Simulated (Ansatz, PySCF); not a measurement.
Gas-phase reaction (SMILES): Cl[Si](Cl)(Cl)Cl + N (NH3) → N[Si](Cl)(Cl)Cl + Cl (HCl); ammonia cleaves one Si-Cl bond, a model of a ligand-exchange step.

Each molecule is optimised on its own at B3LYP-D3(BJ)/def2-TZVP (Ansatz, a quantum-chemistry and plane-wave program), one conformer each, not searched for the lowest. Correlated levels leave the core frozen unless marked. No spin-orbit coupling. Non-relativistic. CBS marks a two-point X^-3 extrapolation of the correlation energy; Hartree-Fock from the larger set. The bracket is a focal-point correction in the basis named. Thermal terms are rigid-rotor harmonic-oscillator values from B3LYP-D3(BJ) frequencies (Ansatz or PySCF) at 298.15 K and 1 atm. 1 Eh = 627.5095 kcal/mol.

```csv
species,"E, RI-MP2/CBS(cc-pV(T+d)Z,cc-pV(Q+d)Z)+[CCSD(T)-MP2]/cc-pV(T+d)Z (Ansatz) (Eh)","E, PBE/def2-TZVPD (Ansatz) (Eh)",H - E (Eh),G - E (Eh)
Cl[Si](Cl)(Cl)Cl,-2128.38492,-2129.67640,0.01467,-0.02308
N (NH3),-56.50668,-56.51037,0.03799,0.01614
N[Si](Cl)(Cl)Cl,-1724.50557,-1725.54806,0.03959,-0.00133
Cl (HCl),-460.37804,-460.62833,0.01000,-0.01120
```

Work out ΔE and ΔH, ΔG, ΔS and the equilibrium constant at 298.15 K at the first level, then ΔH at the second.


1. ΔE = [(-1724.50557) + (-460.37804)] - [(-2128.38492) + (-56.50668)] = 0.00799 Eh = 5.0 kcal/mol at RI-MP2/CBS(cc-pV(T+d)Z,cc-pV(Q+d)Z)+[CCSD(T)-MP2]/cc-pV(T+d)Z.
2. The terms H - E add up to -0.00307 Eh, so ΔH = (0.00799 + (-0.00307))×627.5095 = 3.1 kcal/mol.
3. The terms G - E add up to -0.00559 Eh, so ΔG = 1.5 kcal/mol, and ΔS = (-0.00307 - (-0.00559))×627509.5/298.15 = 5.3 cal/(mol K).
4. log10 K = -ΔG/(RT ln 10) = -1.1, with RT ln 10 = 1.3642 kcal/mol.
5. At PBE/def2-TZVPD the same steps give ΔE = 6.5 and ΔH = 4.6 kcal/mol, a shift of +1.5 from the first level.
6. These values are not checked against measurement here, since the tables used lack a sound gas-phase enthalpy of formation for at least one species.
